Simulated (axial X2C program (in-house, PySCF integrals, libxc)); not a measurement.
The numbers below are computed, except where a source is named.
## AlHf: input and output

Program: an in-house all-electron X2C program for linear molecules (integrals from PySCF).

Input:
```json
{"zs": [72, 13], "q": 0, "bas": ["dyall-cv3z", "dyall-v3z"], "levels": ["PBE0", "HF", "r2SCAN0"], "cc": true, "r0": 2.78, "thr": -1.0, "nmax": 90, "npts": 10, "nst": 2, "ntry": 6}
```
```bash
python so2c.py task.json out
```

Keys: zs atomic numbers; q charge; bas basis sets; levels methods; cc coupled cluster on or off; r0 starting distance in Å; thr threshold in hartree for freezing inner shells (an s shell follows its p shell); nmax most natural virtual spinors; npts points on the curve; nst determinants followed; ntry starts of the search. HF also brings MP2.

Output of the PBE0 step, 2c, at R = 2.649 Å for the state Ω = 3/2. It starts from the PBE0 orbitals of the search at 2.649 Å.

```
two-component X2C + atomic mean field  PBE0
basis functions 234  fitting functions 1222  grid points 5082
iter        total energy     max residual
   1     -15319.099493602     5.28e-06
   2     -15319.099493606     3.46e-06
   3     -15319.099493607     2.88e-06
converged
one-electron -21390.45935654  Coulomb 6228.30734717  exact exchange -81.43485269  xc functional -249.75382868  nuclear repulsion 186.97994316  atomic mean-field constant -12.73874601
```
Energies are in hartree; totals compare only within one Hamiltonian and basis.
